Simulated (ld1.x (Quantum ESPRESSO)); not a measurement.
Which change was made? (Cl, PAW)

chlorine (Cl), PAW, made with ld1.x (Quantum ESPRESSO) 7.5 (LDA (PZ), scalar-relativistic). Core [Ne], reference 3s2 3p5. Waves: 3s (bound): rcut 1.05, rcutus 1.20 bohr; 3s channel at -0.6 Ry: rcut 1.05, rcutus 1.20 bohr; 3p (bound): rcut 1.00, rcutus 1.35 bohr; 3p channel at 3.3 Ry: rcut 1.00, rcutus 1.35 bohr; 3d channel at 0.45 Ry: rcut 1.15, rcutus 1.25 bohr. Local part: all-electron potential smoothed inside 1.30 bohr (lloc = -1). Core correction: Bessel-smoothed model core inside 0.85 bohr. Augmentation charge: PSQ, inside the norm-conserving radii.

Cutoffs, loose and tight: the cutoffs (Ry, on a coarse ladder) from which the occupation-weighted sum of valence levels, in a spherical-Bessel basis at the reference potential, stays within 10 and 1 mRy of its value at 400 Ry. They do not see the model core or the augmentation charge, which bear on the density cutoff. Test errors are all-electron minus pseudo excitation energies from the reference, over the configurations 3s2 3p4; 3s2 3p3; 3s2 3p2; 3s2 3p1; 3s2 3p5.3; 3s2 3p4.5; 3s1 3p6 (two spin-polarised tests are not counted in the largest error); variants that change the core or the reference have their own tests.

The base gives: outcome: generated; cutoff, loose: 30 Ry; cutoff, tight: 50 Ry; bound ghosts: none; largest test error (meV): -95.

Task: After one change the result is: outcome: failed: new_paw_hamiltonian: negative rho. Which change was it?
A. waves 3s (bound): rcut 1.05, rcutus 1.82 bohr; 3s channel at -0.6 Ry: rcut 1.05, rcutus 1.82 bohr
B. waves 3s (bound): rcut 1.05, rcutus 1.66 bohr; 3s channel at -0.6 Ry: rcut 1.05, rcutus 1.66 bohr
C. waves 3s (bound): rcut 1.05, rcutus 1.40 bohr; 3s channel at -0.6 Ry: rcut 1.05, rcutus 1.40 bohr
D. waves 3s (bound): rcut 0.76, rcutus 0.80 bohr; 3s channel at -0.6 Ry: rcut 0.76, rcutus 0.80 bohr
E. waves 3s (bound): rcut 0.84, rcutus 0.90 bohr; 3s channel at -0.6 Ry: rcut 0.84, rcutus 0.90 bohr

Result: E. The others give: waves 3s (bound): rcut 1.05, rcutus 1.66 bohr; 3s channel at -0.6 Ry: rcut 1.05, rcutus 1.66 bohr → outcome: generated; cutoff, loose: 25 Ry; cutoff, tight: 45 Ry; bound ghosts: none; largest test error (meV): -66 | waves 3s (bound): rcut 0.76, rcutus 0.80 bohr; 3s channel at -0.6 Ry: rcut 0.76, rcutus 0.80 bohr → outcome: failed: run_pseudo: Errors in PS-KS equation | waves 3s (bound): rcut 1.05, rcutus 1.82 bohr; 3s channel at -0.6 Ry: rcut 1.05, rcutus 1.82 bohr → outcome: generated; cutoff, loose: 25 Ry; cutoff, tight: 45 Ry; bound ghosts: none; largest test error (meV): -48 | waves 3s (bound): rcut 1.05, rcutus 1.40 bohr; 3s channel at -0.6 Ry: rcut 1.05, rcutus 1.40 bohr → outcome: generated; cutoff, loose: 25 Ry; cutoff, tight: 45 Ry; bound ghosts: none; largest test error (meV): -88.
